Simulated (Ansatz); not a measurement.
```yaml
crystal:
  periodic: [false, false, false]
  atoms:
    - {symbol: O, position_ang: [0.693197, 1.895831, -0.498001]}
    - {symbol: Sn, position_ang: [0.919619, -0.061824, -0.074897]}
    - {symbol: Cl, position_ang: [1.525557, -0.001570, 2.201235]}
    - {symbol: C, position_ang: [-1.320627, -0.718909, -0.047282]}
    - {symbol: F, position_ang: [-1.471080, -1.539091, -1.051083]}
    - {symbol: H, position_ang: [1.391559, 2.310471, -0.112926]}
    - {symbol: H, position_ang: [1.811539, -0.754015, -1.090240]}
    - {symbol: H, position_ang: [-1.934946, 0.283865, -0.375909]}
    - {symbol: H, position_ang: [-1.537012, -0.923360, 0.899380]}
basis:
  gaussian: {orbitals: def2-mTZVP, fitting: {mean_field: cc-pVTZ-jkfit}}
hamiltonian: {xc: {name: wPBEh}}
output: {forces: true}
```

```sh
$ ansatz run in.yaml --threads 4 --pin off --events-out ev --progress --plain --max-ram 10444MiB
```

**Question.** How does Ansatz answer? (An estimate is asked.)

**Answer.** The calculation gave: The input was rejected before any iteration.
```
Functional definition: wPBEh
Error: <dir> the basis set cc-pVTZ-JKFIT has no functions for Sn
```
